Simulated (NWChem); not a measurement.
octafluoropropane (C₃F₈); SMILES FC(F)(F)C(F)(F)C(F)(F)F

```xyz
11

F     -1.3812    -1.0955     1.0082
C     -1.3168     0.0001     0.2353
F     -1.3761     1.0902     1.0162
F     -2.3645     0.0055    -0.6015
C      0.0000     0.0000    -0.5975
F      0.0001     1.1049    -1.3806
F     -0.0001    -1.1049    -1.3806
C      1.3168    -0.0001     0.2353
F      1.3761    -1.0902     1.0162
F      2.3645    -0.0055    -0.6015
F      1.3812     1.0955     1.0082
```
Atoms are numbered in this order, from 1.

Results from NWChem. All runs use the structure optimised with PBE-D3(BJ)/def2-SVP. Not confirmed as a minimum by frequencies. Total energies compare along this basis series because the functional is fixed.

```csv
level,basis functions,energy (Ha),highest occupied level (eV),orbital gap (eV),dipole (D)
TPSS/cc-pVDZ,154,-913.1818,-8.69,9.05,0.08
TPSS/aug-cc-pVDZ,253,-913.2591,-9.24,8.79,0.11
TPSS/cc-pVTZ,330,-913.4808,(withheld),9.09,0.08
```

Some entries are withheld; supply them.


- TPSS/cc-pVTZ, highest occupied level (eV): -9.07
